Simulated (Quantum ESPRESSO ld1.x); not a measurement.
Results of a calculation; reference values are marked as such.
Species: Ce IV. Configuration: [Xe] 5f1 (not the ground configuration). Level of theory: Dirac Kohn-Sham, PBE, spin-unpolarised, spherical densities, point nucleus; open shells are shared between the two j in proportion to 2j + 1 (ld1.x of Quantum ESPRESSO 7.5). Some entries of the table are withheld. Estimate them.

orbital,occ.,eigenvalue (hartree),<r> (bohr),r(max) (bohr)
1s1/2,2,-1479.99,0.02457,0.01574
2s1/2,2,-238.024,0.1047,0.08921
2p1/2,2,-224.786,0.08795,(1)
2p3/2,4,-208.376,0.09416,(2)
3s1/2,2,-52.3713,0.2783,0.2549
3p1/2,2,-46.7697,0.2681,0.2416
3p3/2,4,-43.5453,0.2802,0.2530
3d3/2,4,-33.7569,0.2514,(3)
3d5/2,6,-33.0649,0.2552,(4)
4s1/2,2,-11.6806,0.6353,0.5927
4p1/2,2,-9.59548,0.6535,0.6018
4p3/2,4,-8.89588,0.6801,0.6258
4d3/2,4,-5.46811,0.7318,0.6454
4d5/2,6,-5.34428,0.7411,0.6532
5s1/2,2,-2.63387,1.463,1.346
5p1/2,2,-2.02897,1.606,(5)
5p3/2,4,-1.91127,1.670,(6)
4f5/2,0,-1.47455,(7),0.6848
4f7/2,0,-1.46021,(8),0.6888
6s1/2,0,-0.87358,(9),3.029
5f5/2,0.428571,-0.43319,(10),3.756
5f7/2,0.571429,-0.43239,(11),3.771

Answer. 
(1) 2p1/2 r(max) (bohr): 0.06798
(2) 2p3/2 r(max) (bohr): 0.07324
(3) 3d3/2 r(max) (bohr): 0.2034
(4) 3d5/2 r(max) (bohr): 0.2066
(5) 5p1/2 r(max) (bohr): 1.455
(6) 5p3/2 r(max) (bohr): 1.514
(7) 4f5/2 <r> (bohr): 0.9673
(8) 4f7/2 <r> (bohr): 0.9739
(9) 6s1/2 <r> (bohr): 3.246
(10) 5f5/2 <r> (bohr): 4.193
(11) 5f7/2 <r> (bohr): 4.205
